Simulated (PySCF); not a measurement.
Ionisation energy of Co by level of theory

Co [Ar] 3d7 4s2 (4F) → Co⁺ [Ar] 3d8 (3F), as a difference of total energies. Computed with PySCF 2.14 in x2c-TZVPPall with one added diffuse shell each of s, p, d, f type (7s6p5d3f1g, 80 functions), with the spin-free X2C one-electron Hamiltonian (Gaussian nucleus). Correlated levels: valence: [Ar] frozen. The calculations carry no spin-orbit coupling.

```json
{"method": "UHF", "ionisation energy (eV)": "8.292"}
{"method": "MP2 (valence)", "ionisation energy (eV)": "7.429"}
{"method": "SCS-MP2 (valence)", "ionisation energy (eV)": "7.469"}
{"method": "CCSD (valence)", "ionisation energy (eV)": "8.073"}
{"method": "CCSD(T) (valence)", "ionisation energy (eV)": "8.064"}
```

How much does correlation contribute at CCSD(T) (valence)?

8.064 − (8.292) = -0.228 eV, measured against UHF.

Errors of the correlated levels include the incompleteness of this basis and the frozen core.

For comparison: 7.869 eV (measured; NIST levels, between the centres of gravity of the two terms).
